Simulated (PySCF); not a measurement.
# Os²⁺: ionisation energy

Os²⁺ [Xe] 4f14 5d6 (5D) → Os³⁺ [Xe] 4f14 5d5 (6S), as a difference of total energies. Computed with PySCF 2.14 in aug-cc-pVDZ-PP with ECP60MDF, with scalar relativity through the core potential. Correlated levels: valence: 5s2 5p6 frozen. The calculations carry no spin-orbit coupling.

Q: Order these methods by the ionisation energy they give, lowest first.
A. UHF
B. M06-L
C. r2SCAN
D. SCS-MP2 (valence)

A: A (24.884 eV), D (25.991 eV), C (26.457 eV), B (26.744 eV).

The reference lies between the lowest fine-structure levels, while these numbers refer to the centres of the terms.

Errors of the correlated levels include the incompleteness of this basis and the frozen core.

For comparison: 25 ± 1.6 eV (theoretical estimate listed by NIST; NIST Atomic Spectra Database, ionization energies).
